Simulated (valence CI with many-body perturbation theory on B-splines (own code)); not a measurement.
## Forbidden lines of Rb¹³⁺

Level of theory: valence CI with perturbative core correlation (CI+MBPT): six valence electrons over a frozen Dirac-Fock core [Ar], radial functions for each j: 7 s, 7 p, 8 d, 6 f, 4 g, 1 h, with the one-electron correlation potential Σ1 (screened to all orders), the two-electron term Σ2, the three-electron term Σ3, Breit, model QED; selected single and double excitations, second order for the rest, scaled by the run's own slope (own B-spline code, finite nucleus).

No measured levels were compared; by estimate terms of the open shell hold to 2 to 4 % of their energy, and close levels can change places. Core correlation moves these levels by up to 6200 cm⁻¹, and in measured spectra 5 to 20 % of such shifts remained as error; rates that hang on mixing are uncertain with them. Among the levels kept, up to 670 cm⁻¹ of a level comes from second order outside the variational space, and about a tenth of that is noise between levels of different J, which matters for small intervals. Only levels of the ground parity were solved; by the run's estimate the other parity begins above the list, which can be wrong where configurations are misplaced.

Lines 1 to 50 of 120 in falling wavelength, among levels below 35.279 eV, chosen from the decays that carry over 1 % of a level's rate. Wavelengths and rates use the calculated energies, so an error of 2000 cm⁻¹ moves a line at 1250 nm by 25 % and its rate by three times that or more. S is in atomic units (e²a₀⁴ for E2 and M2, e²a₀⁶ for E3), for M1 in squared Bohr magnetons. Weak lines are less certain than strong ones. Lines between different terms over intervals too small for the method are left out, as are lines whose strength nearly cancels. Intervals below about 2000 cm⁻¹, as at the head of this list, are uncertain by tens of per cent.

Names give the largest LS component (configuration and term), which can be under half, so a name can repeat, a term be missing and a line seem to break the LS rules; names also repeat where a configuration has a term twice. Letters in brackets count levels of one name in rising energy.

```csv
λ vac (nm),Upper,Lower,Type,A (s⁻¹),S (a.u.)
12070,3d6 5D_0,3d6 5D_1,M1,8.86e-02,5.78e+00
6637,3d6 3H_5,3d6 3H_6,M1,6.52e-02,7.77e+00
3947,3d6 5D_1,3d6 5D_2,M1,1.47e+00,1.01e+01
3077,3d6 5D_2,3d6 5D_3,M1,2.12e+00,1.15e+01
3023,3d6 3H_5,3d6 3H_4 [a],M1,4.82e-01,5.43e+00
2233,3d6 3G_4,3d6 3G_5,M1,1.84e+00,6.84e+00
1447,3d6 5D_3,3d6 5D_4,M1,1.13e+01,8.89e+00
1285,3d6 3H_4 [b],3d6 3H_5,M1,5.49e+00,3.89e+00
1250,3d6 3G_5,3d6 3H_4 [b],M1,2.46e+00,1.96e+00
1028,3d6 3F_3 [a],3d6 3H_4 [a],M1,1.32e+01,3.71e+00
902.0,3d6 3H_4 [b],3d6 3H_4 [a],M1,2.65e+01,6.49e+00
801.4,3d6 3G_4,3d6 3H_4 [b],M1,7.30e+00,1.25e+00
728.6,3d6 3G_3,3d6 3F_2 [a],M1,1.29e+01,1.30e+00
722.9,3d6 3G_4,3d6 3F_3 [a],M1,1.33e+00,1.68e-01
686.0,3d6 3G_3,3d6 3H_4 [b],M1,4.13e+00,3.46e-01
662.9,3d6 1I_6,3d6 3G_5,M1,9.30e-01,1.31e-01
633.8,3d6 3G_5,3d6 3H_5,M1,1.66e+01,1.73e+00
627.6,3d6 3G_3,3d6 3F_3 [a],M1,2.34e+01,1.50e+00
622.4,3d6 1G_4 [a],3d6 3G_3,M1,3.44e+00,2.77e-01
599.9,3d6 3D_1,3d6 3P_0 [a],M1,3.73e+00,8.96e-02
578.5,3d6 3G_5,3d6 3H_6,M1,3.28e+01,2.59e+00
569.9,3d6 3D_1,3d6 3P_1 [a],M1,1.58e+01,3.25e-01
569.6,3d6 1D_2 [a],3d6 3D_3,M1,1.58e+01,5.41e-01
562.7,3d6 1D_2 [a],3d6 3D_1,M1,1.32e+01,4.35e-01
543.7,3d6 3P_1 [a],3d6 3P_2 [a],M1,1.53e+02,2.74e+00
523.9,3d6 3G_5,3d6 3H_4 [a],M1,5.77e-01,3.39e-02
493.9,3d6 1D_2 [a],3d6 3D_2,M1,4.14e+00,9.24e-02
493.6,3d6 3G_4,3d6 3H_5,M1,1.29e+01,5.18e-01
470.6,3d6 3D_2,3d6 3F_2 [a],M1,1.49e+00,2.88e-02
441.6,3d6 1G_4 [a],3d6 3G_5,M1,1.32e+01,3.79e-01
426.3,3d6 3D_2,3d6 3F_3 [a],M1,1.09e+01,1.57e-01
417.7,3d6 3D_3,3d6 3F_2 [a],M1,2.46e+00,4.65e-02
416.2,3d6 3F_4,3d6 1F_3,M1,3.26e+01,7.84e-01
389.6,3d6 3G_3,3d6 3H_4 [a],M1,1.63e+01,2.50e-01
382.4,3d6 3D_3,3d6 3F_3 [a],M1,5.81e+00,8.44e-02
360.1,3d6 1D_2 [a],3d6 3G_3,M1,8.01e+00,6.93e-02
340.3,3d6 1F_3,3d6 3D_3,M1,1.03e+01,1.05e-01
326.3,3d6 1G_4 [a],3d6 3H_4 [b],M1,1.36e+02,1.58e+00
325.1,3d6 3P_1 [b],3d6 1S_0 [a],M1,5.01e+01,1.91e-01
324.0,3d6 1I_6,3d6 3H_5,M1,2.39e+01,3.92e-01
322.2,3d6 3P_1 [b],3d6 1D_2 [a],M1,1.33e+01,4.94e-02
312.5,3d6 1G_4 [a],3d6 3F_3 [a],M1,3.93e+01,4.01e-01
311.7,3d6 1F_3,3d6 3D_2,M1,1.09e+01,8.60e-02
308.9,3d6 1I_6,3d6 3H_6,M1,4.90e+01,6.96e-01
298.8,3d6 3D_2,3d6 3P_2 [a],M1,3.20e+01,1.58e-01
283.1,3d6 1D_2 [a],3d6 3P_1 [a],M1,1.85e+01,7.77e-02
280.9,3d6 1S_0 [a],3d6 3P_1 [a],M1,5.20e+02,4.27e-01
278.7,3d6 3D_3,3d6 3H_4 [a],M1,9.17e+00,5.15e-02
276.6,3d6 3D_3,3d6 3P_2 [a],M1,3.38e+01,1.86e-01
260.2,3d6 1G_4 [a],3d6 3H_5,M1,8.44e+01,4.96e-01
```
